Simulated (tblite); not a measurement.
Compound: C7H5F2 (doublet state).
Bonds: C1–C2, C2–C3 (aromatic), C3–C4 (aromatic), C4–F5, C4–C6 (aromatic), C6–F7, C6–C8 (aromatic), C8–C9 (aromatic), C2–C9 (aromatic). Hydrogens: H10, H11, H12 on C1; H13 on C8; H14 on C9.
Bond orders are those of one Lewis drawing.

Computed with GFN2-xTB (tblite), gas phase: L-BFGS steps from a force-field or distance-geometry start until the largest atomic force falls under 0.01 eV/Å.

Step 6: E = -731.7109 eV
```
atom  x, y, z in Å  |  force x, y, z in eV/Å
C1      2.2219   -0.5191   -0.0548    0.210  -0.066   0.032
C2      0.7556   -0.2689   -0.0485    0.019  -0.054   0.058
C3     -0.1656   -1.2737   -0.0842   -0.072  -0.175  -0.046
C4     -1.5151   -1.1051   -0.0541   -0.043   0.001  -0.038
F5     -2.3919   -2.1170   -0.1032    0.045  -0.037   0.006
C6     -1.9883    0.2097    0.0241   -0.066  -0.021   0.016
F7     -3.3110    0.4300    0.0426   -0.130   0.053   0.015
C8     -1.1025    1.2649    0.0838   -0.067   0.104  -0.010
C9      0.2547    1.0277    0.0508   -0.033  -0.013  -0.023
H10     2.5190   -0.9057    0.9189    0.074  -0.048   0.005
H11     2.4888   -1.2569   -0.8082   -0.003   0.018   0.018
H12     2.7638    0.4034   -0.2383    0.063  -0.005  -0.040
H13    -1.4846    2.2691    0.1509   -0.066   0.058   0.006
H14     0.9546    1.8413    0.0980    0.067   0.185   0.002
```

Step 7: E = -731.7149 eV
```
atom  x, y, z in Å  |  force x, y, z in eV/Å
C1      2.2263   -0.5210   -0.0543    0.150  -0.045   0.042
C2      0.7564   -0.2699   -0.0483    0.015  -0.050   0.067
C3     -0.1671   -1.2754   -0.0874    0.016  -0.031  -0.021
C4     -1.5157   -1.1022   -0.0543   -0.102   0.010  -0.041
F5     -2.3872   -2.1186   -0.1033    0.005  -0.035   0.004
C6     -1.9948    0.2120    0.0253    0.005  -0.025   0.003
F7     -3.3194    0.4331    0.0433   -0.024   0.028   0.019
C8     -1.1054    1.2670    0.0833   -0.107   0.038  -0.014
C9      0.2522    1.0286    0.0488    0.042  -0.051  -0.007
H10     2.5313   -0.9098    0.9177    0.016  -0.018  -0.018
H11     2.4906   -1.2632   -0.8063   -0.008   0.083   0.025
H12     2.7672    0.4049   -0.2356    0.035  -0.076  -0.057
H13    -1.4897    2.2706    0.1511   -0.043   0.057   0.003
H14     0.9548    1.8434    0.0979    0.001   0.116  -0.006
```

Step 8: E = -731.7165 eV
```
atom  x, y, z in Å  |  force x, y, z in eV/Å
C1      2.2301   -0.5222   -0.0533    0.040  -0.020   0.037
C2      0.7568   -0.2718   -0.0469    0.053   0.018   0.059
C3     -0.1673   -1.2769   -0.0890   -0.043   0.027  -0.006
C4     -1.5174   -1.1014   -0.0552   -0.026   0.013  -0.035
F5     -2.3855   -2.1200   -0.1033   -0.020  -0.035   0.000
C6     -1.9972    0.2131    0.0259   -0.014  -0.052  -0.008
F7     -3.3232    0.4348    0.0438    0.029   0.014   0.020
C8     -1.1080    1.2680    0.0829   -0.002   0.037  -0.013
C9      0.2520    1.0287    0.0480    0.003  -0.048   0.006
H10     2.5361   -0.9118    0.9175    0.014  -0.014  -0.006
H11     2.4912   -1.2642   -0.8056    0.004   0.074   0.010
H12     2.7694    0.4044   -0.2359    0.031  -0.084  -0.053
H13    -1.4925    2.2726    0.1512   -0.024   0.024  -0.001
H14     0.9548    1.8465    0.0978   -0.046   0.047  -0.011
```

**Question.** Estimate the geometry and energy of step 9. (The exact step hangs on the optimiser's Hessian estimate; all steps are aligned on step 8, rigid shifts and turns removed.)

**Answer.** E = -731.7173 eV, largest force 0.085 eV/Å
```
atom  x, y, z in Å  |  force x, y, z in eV/Å
C1      2.2324   -0.5231   -0.0522   -0.025  -0.002   0.028
C2      0.7580   -0.2727   -0.0451    0.013   0.017   0.043
C3     -0.1682   -1.2773   -0.0898    0.006   0.070   0.004
C4     -1.5183   -1.1011   -0.0563   -0.021  -0.004  -0.026
F5     -2.3853   -2.1213   -0.1032   -0.019  -0.022  -0.003
C6     -1.9986    0.2128    0.0260    0.016   0.006  -0.011
F7     -3.3244    0.4357    0.0445    0.030   0.007   0.021
C8     -1.1088    1.2691    0.0824    0.009  -0.023  -0.014
C9      0.2519    1.0282    0.0478   -0.001  -0.011   0.015
H10     2.5382   -0.9130    0.9176    0.025  -0.019   0.014
H11     2.4916   -1.2632   -0.8054    0.013   0.041  -0.010
H12     2.7710    0.4027   -0.2372    0.037  -0.064  -0.042
H13    -1.4941    2.2739    0.1513   -0.012   0.004  -0.004
H14     0.9540    1.8488    0.0975   -0.071  -0.001  -0.013
```

The energy changes by -0.0008 eV. The first-order estimate −F·Δx gives -0.0011 eV and the mean of the old and new forces, exact on a quadratic surface, -0.0008 eV. The step makes an angle of 42° with the force vector and moves no atom by more than 0.003 Å.

What follows is the cost of the whole relaxation. Hardware: one thread of an Arm Neoverse V1, on a shared host. Cost: 0.13 s wall.
